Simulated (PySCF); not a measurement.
Gas-phase reaction: 2 SnCl3 + 2 ClO ⇌ 2 SnCl4 + O2. Level: M06-2X/def2-TZVP†; standard pressure 1 bar.

Energies from PySCF, thermal terms from the rigid-rotor harmonic-oscillator model, ideal gas at 1 bar. † marks an energy on the PBE0/def2-TZVP geometry and frequencies. Open shells (unrestricted): SnCl3 (multiplicity 2), ClO (multiplicity 2, electronic degeneracy 4), O2 (multiplicity 3); the rest are closed-shell singlets. Spin-orbit splitting is ignored; it lowers the true energy and changes the entropy of ClO. Sn: scalar-relativistic def2 core potential, no spin-orbit coupling. SnCl3: computed as isolated molecules; such fragments, hydroxides, amides, oligomers or adducts are transient or little studied in the gas. The harmonic model lacks anharmonicity and excited electronic states, which grow with temperature; levels with a mode under 35 cm⁻¹ are left out. Soft modes under 120 cm⁻¹ make the harmonic entropy rough for SnCl3, SnCl4.

| T (K) | 1000/T (1/K) | log10 K |
|---|---|---|
| 1200 | 0.8333 | 17.89 |
| 1400 | 0.7143 | 13.84 |
| 1600 | 0.6250 | ? |
| 1800 | 0.5556 | 8.46 |
| 2000 | 0.5000 | 6.59 |
| 2500 | 0.4000 | 3.25 |

Fit log10 K = a + b·(1000/T) to the five rows, get the mean ΔH° and ΔS°, and predict log10 K at 1600 K.

Means: 1000/T = 0.6006, log10 K = 10.006. Sums of products about the means: Sxy = 4.03901, Sxx = 0.119463, so b = Sxy/Sxx = 33.81 and a = 10.006 − (33.81)×0.6006 = -10.30.
ΔH° = −R ln 10 × 1000 K × b = −19.145 × (33.81) = -647 kJ; ΔS° = R ln 10 × a = -197 J/K. The run's own values go from -653 kJ and -201 J/K at 1200 K to -637 kJ and -193 J/K at 2500 K.
Prediction at 1600 K: -10.30 + (33.81)×0.6250 = 10.83. The computed value is 10.81, 0.02 from the line.
For scale, ΔH°(298 K) is -662 kJ at this level, -661 kJ at ωB97M-V/def2-TZVP†, and runs from -689 to -240 kJ over the 13 levels computed.
